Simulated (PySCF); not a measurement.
Carbon: a sound run and one with changed settings

Sound run: C+ [He] 2s2 2p1, C(2+) [He] 2s2. Computed with PySCF 2.14 in 6-31G* (3s2p1d, 14 functions), with no relativity, point nucleus. In the sound run the correlated levels freeze 1s2. The sound run starts from symmetry-adapted Hartree-Fock orbitals and uses a fine grid where one is needed.

Changed run: initial guess 1e, at most 50 SCF cycles, level shift 2.0 hartree.

```
species   method  sound run (hartree)  changed run (hartree)  converged
     C+      UHF            -37.28672              -37.28672        yes
     C+     BP86            -37.41120              -37.41120        yes
     C+     TPSS            -37.43517              -37.43517        yes
     C+      MP2            -37.32942              -37.30329        yes
     C+  CCSD(T)            -37.35440              -37.35440        yes
  C(2+)      UHF            -36.39726              -36.39726        yes
  C(2+)     BP86            -36.49373              -36.49373        yes
  C(2+)     TPSS            -36.51450              -36.51450        yes
  C(2+)      MP2            -36.43770              -36.41084        yes
  C(2+)  CCSD(T)            -36.46938              -36.46938        yes
```

Ionisation energy of C+:

```tsv
method	sound run (eV)	changed run (eV)
UHF	24.203	24.203
BP86	24.966	24.966
TPSS	25.053	25.053
MP2	24.265	24.285
SCS-MP2	24.219	24.275
CCSD	24.063	24.063
CCSD(T)	24.083	24.083
```

A level shift leaves the converged SCF energy unchanged but raises the virtual orbital energies, which shrinks MP2 if it is not removed.

For comparison, NIST gives 24.383 eV between the lowest levels.
